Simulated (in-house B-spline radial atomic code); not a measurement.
Al2+: [Ne] 3s1

Computed with a B-spline radial code for spherical atoms: non-relativistic wB97X, spin-polarised, spherical fractional occupations, point nucleus.

Screening seen three ways: the hydrogenic charge with the same mean radius, Z_r = [3n² - l(l+1)]/(2<r>), the one with the same energy, Z_e = n√(-2ε), and Slater's rules. Values are occupation-weighted means over spin.

```
shell  electrons   ε (eV)  <r> (bohr)    Z_r    Z_e  Slater
   1s          2  -1546.6      0.1204  12.46  10.66   12.70
   2s          2  -136.37      0.6246   9.61   6.33    8.85
   2p          6  -96.879      0.5997   8.34   5.34    8.85
   3s          1  -27.549       2.208   6.12   4.27    4.20
```

The least bound orbital is 3s up at -27.55 eV, and it is also the most diffuse (<r> = 2.208 bohr).

The density falls to 0.001 bohr⁻³ at 3.373 bohr; Σ<r²> = 9.2707 bohr² gives, by the non-relativistic formula and without the paramagnetism of open shells, a Langevin diamagnetic susceptibility of -7.342×10⁻⁶ cm³/mol.
